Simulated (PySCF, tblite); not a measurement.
Isomers of C7H16OSi, one GFN2-xTB conformer each. Single-point energies are computed at PBE0/pcSseg-1 (PySCF, gas phase, no added dispersion term), electronic only.

Question: Rank them by PBE0/pcSseg-1 energy, lowest first (kcal/mol).
A. `[CH3:1][CH2:2][O:3][C@@:4]1([SiH3:5])[CH2:6][C@@H:7]1[CH2:8][CH3:9]` with C1–C2–O3–C4 178°, C2–O3–C4–Si5 74°, C6–C7–C8–C9 -161°
B. `[CH3:1][CH2:2][C@@:3]([CH3:4])([CH:5]=[O:6])[C@H:7]([CH3:8])[SiH3:9]` with C1–C2–C3–C4 62°, C2–C3–C5–O6 152°, C2–C3–C7–C8 -44°
C. `[CH3:1][CH2:2][C@@:3]([CH3:4])([CH:5]=[O:6])[CH2:7][CH2:8][SiH3:9]` with C1–C2–C3–C4 180°, C2–C3–C5–O6 111°, C2–C3–C7–C8 170°, C3–C7–C8–Si9 173°

Answer: C (0.0), B (4.7), A (23.2).

As drawn, the lowest has a C=O bond and a quaternary carbon, which the highest lacks; the highest has a three-membered ring, which the lowest lacks. GFN2-xTB itself gives, in the same order: 1.4, 0.0, 4.8. GFN2-xTB puts CC[C@@](C)(C=O)[C@H](C)[SiH3] lowest instead; measured from each level's own lowest isomer, the values differ by up to 18.4 kcal/mol (CCO[C@@]1([SiH3])C[C@@H]1CC: 4.8 against 23.2).

Q: Which frontier levels, dipoles and rotational constants go with these structures?

A: 
```json
{"SMILES": "CC[C@@](C)(C=O)CC[SiH3]", "HOMO (eV, PBE0/pcSseg-1)": "-7.30", "LUMO (eV)": "-0.67", "dipole (D)": "2.91", "A, B, C (MHz)": "1870, 718.7, 711.1"}
{"SMILES": "CC[C@@](C)(C=O)[C@H](C)[SiH3]", "HOMO (eV, PBE0/pcSseg-1)": "-7.47", "LUMO (eV)": "-1.04", "dipole (D)": "3.60", "A, B, C (MHz)": "1900, 1051, 919.0"}
{"SMILES": "CCO[C@@]1([SiH3])C[C@@H]1CC", "HOMO (eV, PBE0/pcSseg-1)": "-6.93", "LUMO (eV)": "0.96", "dipole (D)": "1.22", "A, B, C (MHz)": "1581, 916.7, 804.8"}
```

Q: What happens when harmonic zero-point energies from GFN2-xTB frequencies are added?

A: 
```
                       SMILES  ZPE (kcal/mol)  electronic (kcal/mol)  with ZPE (kcal/mol)
      CC[C@@](C)(C=O)CC[SiH3]           131.1                    0.0                  0.0
CC[C@@](C)(C=O)[C@H](C)[SiH3]           131.9                    4.7                  5.5
  CCO[C@@]1([SiH3])C[C@@H]1CC           131.3                   23.2                 23.4
```

The zero-point energies span 0.8 kcal/mol. The order is unchanged.
